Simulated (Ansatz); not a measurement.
Wavefunction ladder for ClFH5NO2Si2 (`O[Si@H](F)N[Si@H](O)Cl`)

| atom | x (Å) | y (Å) | z (Å) |
| --- | --- | --- | --- |
| O1 | 0.711 | -0.186 | -1.722 |
| Si2 | -0.374 | -1.109 | -0.903 |
| F3 | -1.782 | -0.903 | -1.624 |
| N4 | -0.347 | -0.578 | 0.708 |
| Si5 | 0.015 | 0.978 | 1.361 |
| O6 | 0.523 | 1.948 | 0.166 |
| Cl7 | 1.435 | 0.704 | 2.825 |
| H8 | 0.599 | -0.113 | -2.671 |
| H9 | -0.094 | -2.555 | -0.978 |
| H10 | -0.483 | -1.308 | 1.394 |
| H11 | -1.123 | 1.623 | 2.035 |
| H12 | 0.921 | 1.499 | -0.591 |

Charge 0, multiplicity 1. The structure was optimised at the PBE0-D4/def2-TZVP level. It is one conformer, not always the lowest. Frozen core, restricted reference, Ansatz. CBS rows extrapolate triple and quadruple zeta; past MP2 they add the triple-zeta difference.

```json
{"basis": "def2-TZVPP", "HF (Eh)": "-1344.38930", "MP2 corr.": "-1.35927"}
{"basis": "def2-QZVPP", "HF (Eh)": "-1344.43615", "MP2 corr.": "-1.47801"}
```

(1) Estimate the CCSD correlation energy and the (T) correction in each basis where they were run (hartree).

Results:

(1) 
```csv
basis,CCSD corr.,(T)
def2-TZVPP,-1.39878,-0.05063
CBS(def2),-1.60547,as TZ
```
